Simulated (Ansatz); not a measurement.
Reactions of CH5BF2OSi, SMILES `BOC[SiH](F)F`.

Computed with Ansatz on PBE0-D4/def2-TZVP structures; ΔE is electronic, products minus reactants. CBS: MP2 limit from def2 TZ/QZ plus the TZ coupled-cluster correction, frozen cores. This one scheme is used for every species. One conformer a species, not always the lowest.

Q: Order these by ΔE at CCSD(T)/CBS, lowest first. (Estimate.)
A. `BOC[SiH](F)F` + `OB1CO1` → `BOB1CO1` + `OC[SiH](F)F`
B. `BOC[SiH](F)F` + `CC(O)=S` → `BCC(O)=S` + `OC[SiH](F)F`
C. `BOC[SiH](F)F` + BH₃ → `BB` + `OC[SiH](F)F`

A: A (+7.8 kcal/mol), C (+36.0 kcal/mol), B (+40.8 kcal/mol).

Largest T1 diagnostic: 0.017, for `CC(O)=S`.
